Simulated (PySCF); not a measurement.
Molecule: B(CF3)(F)(Me), SMILES FB(C)C(F)(F)F (C2H3BF4), singlet. Atoms near the plane z = 0.0 Å, at the PBE0/def2-SVP optimised geometry (x, y, z in Å): B1 (-0.2, -0.5, 0.0), C2 (1.4, -0.5, 0.0), F3 (1.9, 0.2, -1.0), F4 (1.9, -1.7, -0.1), F6 (-0.8, -1.7, 0.0), C7 (-1.1, 0.8, 0.0), H8 (-1.4, 1.0, -1.0), H9 (-0.5, 1.7, 0.3), H10 (-1.9, 0.7, 0.7).

Calculation: PBE0/def2-TZVP (PySCF). Cells within 0.4 Å of a nucleus heavier than hydrogen are left out (blank, or x). The values are rescaled to run from 0 to 1.

```
|4444444444444444444444444444444|
|4444444444444444444444444444444|
|4444444444444444444444444444444|
|4444444444444444444444444444444|
|4444444444455555444444444444444|
|4444444445555555544444444444444|
|4444444455556655554444444444444|
|4444444455566766554444444444444|
|4444444455678876555444444444444|
|4444444456789986555444444444444|
|4444444455799976554444444444444|
|4444444444xxx765544444444444444|
|4444444333xxx554444444444444444|
|44444433210xx233344444444444444|
|4444443321000122333444444444444|
|4444444332111111223344444444444|
|4444444333222xxx222xxx544444444|
|4444444444333xxx222xxx544444444|
|44444444444555xx3333xx444444444|
|4444444445567654333444433344444|
|444444444569x654444455x23344444|
|44444444456xxx3344456xxx2344444|
|44444444444xxx2344456xxx2344444|
|4444444444421123444556543444444|
|4444444444432233444455544444444|
|4444444444433334444444444444444|
|4444444444444444444444444444444|
|4444444444444444444444444444444|
|4444444444444444444444444444444|
|4444444444444444444444444444444|
|4444444444444444444444444444444|
```
Scale: ten equal steps from 0.000 (start of '0') to 1.00 (end of '9'), in the order '0123456789'; x runs from -4.00 to 4.00, y from -4.00 (bottom) to 4.00 (top).

Problem. Which quantity is mapped?
A. electrostatic potential
B. an orbital amplitude
C. log10 of the electron density
D. electron localisation function

Solution. B, an orbital amplitude. In full: HOMO−1 amplitude (bohr^(-3/2)).
